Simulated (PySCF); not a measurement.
**Solvent effects on NMR parameters**

Atom-mapped SMILES (the numbers label the heavy atoms): `[CH3:1][C:2]1([CH3:3])[C@@H:4]2[CH2:5][CH2:6][C:7](=[O:8])[C@H:9]1[CH2:10]2` (H(Xn): hydrogen on atom n). Ha(C5), Ha(C6) are cis to C10 on the ring; Ha(C10) is cis to C5 on the ring; Hb(C5), Hb(C6) are trans to C10 on the ring; Hb(C10) is trans to C5 on the ring.

GIAO PBE0/pcSseg-1 in PySCF on one PBE0-D3(BJ)/def2-SVP conformer, non-relativistic, equivalent nuclei averaged. Solvents enter as an IEF-PCM continuum (chloroform with ε = 4.7, water with ε = 78.4) around the gas-phase geometry. Shifts are referred to TMS computed in the same medium.

Gas phase, δ in ppm: C7 215.7, C9 58.0, C4 41.4, C2 41.4, C6 34.9, C3 27.2, C10 26.0, C5 23.6, C1 23.1, Ha(C6) 2.49, Hb(C10) 2.35, H(C9) 2.14, Hb(C6) 2.12, Ha(C5) 1.88. Dipole moment 3.27 D.

Task: How does each δ change in the continuum?

Result: 
| atoms | environment | Δδ, chloroform | Δδ, water |
| --- | --- | --- | --- |
| C7 | ketone carbonyl carbon | +7.5 | +10.5 |
| C9 | sp3 CH α to a carbonyl | +1.6 | +2.3 |
| C4 | sp3 CH in a ring | +0.7 | +1.0 |
| C2 | quaternary sp3 carbon in a ring | +1.2 | +1.7 |
| C6 | sp3 CH2 α to a carbonyl | +1.5 | +2.2 |
| C3 | methyl carbon | +0.3 | +0.4 |
| C10 | sp3 CH2 in a ring | +0.3 | +0.4 |
| C5 | sp3 CH2 in a ring | +0.5 | +0.7 |
| C1 | methyl carbon | +0.4 | +0.6 |
| Ha(C6) | hydrogen on an sp3 CH2 α to a carbonyl | +0.13 | +0.20 |
| Hb(C10) | hydrogen on an sp3 CH2 in a ring | +0.10 | +0.14 |
| H(C9) | hydrogen on an sp3 CH α to a carbonyl | -0.02 | -0.05 |
| Hb(C6) | hydrogen on an sp3 CH2 α to a carbonyl | +0.02 | +0.02 |
| Ha(C5) | hydrogen on an sp3 CH2 in a ring | +0.08 | +0.13 |

Changes are relative to the gas phase. The dipole moment becomes 4.02 D in chloroform, 4.37 D in water.

Task: Which nuclei move most (in ppm), and what does the model miss?

Result: C7 (ketone carbonyl carbon, +10.5 ppm) in water. A continuum only polarises the solute; specific hydrogen bonds, the anisotropy of aromatic solvents and changes of geometry or conformer are outside it.
